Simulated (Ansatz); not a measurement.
```yaml
crystal:
  periodic: [true, true, true]
  atoms:
    - {symbol: C, position_ang: [2.071598, 0.071989, -1.834331]}
    - {symbol: O, position_ang: [0.852910, -0.161239, -1.191593]}
    - {symbol: W, position_ang: [-0.512010, 0.603866, -0.250208]}
    - {symbol: F, position_ang: [-1.788347, 0.175141, -1.538357]}
    - {symbol: F, position_ang: [-0.181041, 2.209347, -1.149388]}
    - {symbol: F, position_ang: [-1.809259, 1.585939, 0.670736]}
    - {symbol: Cl, position_ang: [1.027016, 1.300408, 1.365306]}
    - {symbol: O, position_ang: [-0.918848, -0.840705, 0.789944]}
    - {symbol: C, position_ang: [-1.388294, -1.258177, 2.038109]}
    - {symbol: H, position_ang: [2.838766, 0.237351, -1.072061]}
    - {symbol: H, position_ang: [1.985920, 0.959987, -2.465606]}
    - {symbol: H, position_ang: [2.329409, -0.798353, -2.439176]}
    - {symbol: H, position_ang: [-1.623524, -2.322386, 1.994284]}
    - {symbol: H, position_ang: [-2.279810, -0.683882, 2.302204]}
    - {symbol: H, position_ang: [-0.604485, -1.079285, 2.780138]}
basis:
  gaussian: {orbitals: def2-SVP, fitting: {mean_field: cc-pVTZ-jkfit}}
hamiltonian: {xc: {name: PBE}, dispersion: d4}
```

```sh
$ ansatz run in.yaml --threads 4 --pin off --events-out ev --progress --plain --max-ram 46080MiB --backend cpu
```

Output, abridged:

```
Error: YAML parse error: error: line 2 column 3: crystal: missing field `lattice` (a structure is typed as `lattice` and `atoms`, a molecule's as `atoms` in Å alone, or read from a run's directory, `checkpoint`)
 --> <input>:2:3
1 | crystal:
2 |   periodic: [true, true, true]
3 |   atoms:
4 |     - {symbol: C, position_ang: [2.071598, 0.071989, -1.834331]}
```

Question: Something in this input is off. What?

Answer: The molecule is marked periodic without a cell. The program refused the input.
